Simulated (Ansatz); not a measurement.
`C[SiH]1[O][Al]1[OH]`. The species carries charge 0 and has multiplicity 1. All single points use the PBE0-D4/def2-TZVP geometry. It is one conformer, not always the lowest.

```xyz
10

C    -1.259   -0.710    1.318
Si   -0.237    0.591    0.465
O     1.400    0.254    0.292
Al    1.050    0.388   -1.404
O     2.111    0.200   -2.699
H    -1.125   -1.696    0.870
H    -2.319   -0.446    1.276
H    -0.969   -0.762    2.373
H    -0.526    1.896    1.130
H     1.874    0.286   -3.621
```

Q: What is the dipole moment at r2SCAN/def2-TZVPP? (Best estimate.)

A: Ansatz gave: 2.31 D, with components (-1.71, -0.26, -1.53) D in this frame, pointing from negative to positive charge.

Q: And with PBE, B3LYP, ωB97M-V? (Estimate.)

A: The calculation gave: PBE 2.25 D, B3LYP 2.52 D, ωB97M-V 2.58 D.

Q: Give the Mulliken charges with r2SCAN, ωB97M-V, B3LYP in def2-TZVPP. (An estimate is asked.)

A: The calculation gave: 
```json
{"atom": "C1", "r2SCAN": "-0.28", "ωB97M-V": "-0.42", "B3LYP": "-0.36"}
{"atom": "Si2", "r2SCAN": "0.46", "ωB97M-V": "0.51", "B3LYP": "0.51"}
{"atom": "O3", "r2SCAN": "-0.45", "ωB97M-V": "-0.43", "B3LYP": "-0.44"}
{"atom": "Al4", "r2SCAN": "0.36", "ωB97M-V": "0.23", "B3LYP": "0.27"}
{"atom": "O5", "r2SCAN": "-0.39", "ωB97M-V": "-0.35", "B3LYP": "-0.36"}
{"atom": "H6", "r2SCAN": "0.07", "ωB97M-V": "0.12", "B3LYP": "0.10"}
{"atom": "H7", "r2SCAN": "0.07", "ωB97M-V": "0.11", "B3LYP": "0.10"}
{"atom": "H8", "r2SCAN": "0.08", "ωB97M-V": "0.12", "B3LYP": "0.10"}
{"atom": "H9", "r2SCAN": "-0.11", "ωB97M-V": "-0.05", "B3LYP": "-0.10"}
{"atom": "H10", "r2SCAN": "0.19", "ωB97M-V": "0.16", "B3LYP": "0.18"}
```

B3LYP here is the variant with VWN-RPA as its local correlation; programs differ in this.
